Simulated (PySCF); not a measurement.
Bonds (- single, = double, # triple, : aromatic): C1#C2, C2-Si3, Si3-C4, C4=C5, C5-O6, O6-Si7, C5-Si8, Si8-O9, O9-Si3. C1 carries H10; Si3 carries H11; C4 carries H12; Si7 carries H13, H14, H15; Si8 carries H16, H17. Stereochemistry as in C#C[Si@H]1C=C(O[SiH3])[SiH2]O1. H17 is cis to C2 on the ring; H16 is trans to C2 on the ring.

Single conformer, in vacuum, fast rotation and ring inversion assumed for equivalent nuclei, relativity neglected. Coordinates at the GFN2-xTB level; shielding tensors at PBE0/pcSseg-1 (GIAO); PySCF.

Scale: 13C (σref 186.93), 1H (σref 31.72), 29Si (σref 349.16) vs TMS; 17O (σref 336.08) vs H2O (reference shieldings calculated alike).

```
      atoms  nucleus  count  Hirshfeld charge  δ (ppm)
         C2      13C      1             -0.16     90.2
        H16       1H      1             -0.07        ?
        H12       1H      1              0.04        ?
         C5      13C      1              0.00        ?
        Si8     29Si      1              0.41    -26.8
H13/H14/H15       1H      3             -0.08     4.99
        Si7     29Si      1              0.39    -44.7
         C1      13C      1             -0.08    102.1
        H11       1H      1             -0.07     5.50
        Si3     29Si      1              0.43        ?
        H10       1H      1              0.10     2.03
         C4      13C      1             -0.18    116.4
         O6      17O      1             -0.20        ?
        H17       1H      1             -0.07     5.15
         O9      17O      1             -0.32     30.6
```

Question: Complete the table.

Answer: 
- C5: 185.3 ppm, alkene carbon bearing oxygen; an sp2 carbon further deshielded by the attached heteroatom
- H12: 5.49 ppm, hydrogen on a β carbon of an enol-ether or enamine type C=C; attached to an sp2 carbon and in the plane of the double bond
- H16: 5.09 ppm, hydrogen on a silicon bonded to C, O, in a 5-membered ring
- Si3: -25.3 ppm, silicon bonded to 2 C, O, H, in a 5-membered ring
- O6: 120.6 ppm, oxygen bonded to C, Si

Shifts are as computed. Against solution values, carbons near 30 ppm lie about +3 ppm off and those near 130 ppm about +5 ppm. Of 1309 compounds with measured shifts, 239 miss one by over three times the rms of a fit or turn the order of signals round; such compounds aren't used in these exercises. Experimental scales use liquid or dissolved standards, which lie at an offset from isolated H2O (liquid H2O: subtract about 36 ppm).
